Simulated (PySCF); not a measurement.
A GIAO shielding run with PySCF (density fitting, non-relativistic, gas phase) on `C#C[C@@H](F)[C@@H](C)CF`, C₆H₈F₂:

```
{"job": {"kind": "nmr", "xc": "PBE0", "basis": "pcSseg-1"}, "charge": 0, "multiplicity": 1}
C      2.682569     0.399632    -0.046534
C      1.631131     0.284123     0.512852
C      0.358835     0.162479     1.202551
F      0.108790     1.313115     1.933742
C     -0.817261    -0.073463     0.236173
C     -0.938982     1.063502    -0.773827
C     -0.639306    -1.406391    -0.483810
F     -0.628365    -2.446475     0.414409
H      3.607571     0.484574    -0.534366
H      0.415854    -0.654831     1.936408
H     -1.726246    -0.120459     0.845719
H     -0.056866     1.102969    -1.409042
H     -1.817090     0.923283    -1.398803
H     -1.031722     2.011874    -0.251271
H      0.313024    -1.442958    -1.023447
H     -1.469534    -1.592031    -1.172165
```

Hardware: 1 thread of an Arm Neoverse V2, shared host. The job also computes population analyses, field gradients.

Task: How large is the calculation?

Result: 62 electrons, 176 basis functions and 908 auxiliary functions.

Task: How long does it take?

Result: 36 s of wall time, with 14 SCF cycles and 5 response iterations. Times on a shared host scatter by some tens of per cent.
